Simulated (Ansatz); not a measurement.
`FB[O][GeH3]` + arsine → `FB[AsH2]` + `[OH][GeH3]` at 500 K and 1 bar (ligand exchange at a B–O bond).

Program: Ansatz. Geometries: PBE0-D4/def2-TZVP. ΔE: electronic, gas phase. CCSD(T)/CBS adds triple-zeta CCSD(T) − MP2 to the extrapolated MP2 energy (def2 sets, frozen cores). For As, Ge outer-core shells are correlated without core-valence functions, which leaves a few kJ/mol of doubt a bond. Scalar relativity is left out up to krypton. One conformer a species, not always the lowest.

| species | CCSD(T)/CBS energy (Eh) | H − E (kJ/mol) | S (J/(mol·K)) |
| --- | --- | --- | --- |
| `FB[O][GeH3]` | -2278.39547 | 153.5 | 381.4 |
| `[AsH3]` | -2236.79077 | 76.6 | 245.1 |
| `FB[AsH2]` | -2361.43380 | 111.0 | 333.3 |
| `[OH][GeH3]` | -2153.69723 | 124.0 | 309.0 |

H − E and S are ideal-gas, rigid-rotor, harmonic terms from PBE0-D4/def2-TZVP, for one conformer and one mirror image of each species. 1 Eh = 2625.50 kJ/mol, R = 8.31446 J/(mol·K).

By hand: ΔE, ΔH, ΔS and ΔG.

ΔE = (-2361.43380) + (-2153.69723) − (-2278.39547) − (-2236.79077) = 0.05521 Eh = 145.0 kJ/mol. Δ(H − E) = 111.0 + 124.0 − 153.5 − 76.6 = 4.9, so ΔH = 149.9 kJ/mol. ΔS = 333.3 + 309.0 − 381.4 − 245.1 = 15.8 J/(mol·K). ΔG = 149.9 − 500 × (15.8)/1000 = 142.0 kJ/mol.

By hand: the equilibrium constant, and the temperature at which ΔG would vanish if ΔH and ΔS stayed fixed.

log₁₀ K = −ΔG/(RT ln 10) = -14.8. ΔG = 0 at ΔH/ΔS = 9487 K, far beyond where these terms or the molecules hold.

ΔH outweighs TΔS. A doubt of 5 kJ/mol in ΔE shifts log₁₀ K by 0.5 here. Other conformers and mirror images would add mixing entropy, several J/(mol·K) or more a flexible species. These are equilibria of isolated gas molecules and say nothing of rates. Largest T1 diagnostic: 0.013 (customary marks: 0.02 for closed shells, 0.045 for open ones).
